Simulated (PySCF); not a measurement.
Vertical excitations of a molecule C₂H₃O₂, multiplicity 2 from TDA-B3LYP/def2-SVPD (PySCF), as energy in eV (oscillator strength): 2.52 (0.000), 4.03 (0.017), 5.82 (0.001), 6.09 (0.000), 6.60 (0.057), 6.61 (0.000), 6.68 (0.006), 7.13 (0.002), 7.20 (0.000), 7.39 (0.052). Geometry: ωB97X-D3(BJ)/def2-SVP. One conformer was computed; it need not be the lowest.

Problem. Which molecule gave these data?
A) [CH2]C(=O)O
B) CO[C]=O
C) CC([O])=O
D) [CH2]OC=O

Solution. A, [CH2]C(=O)O
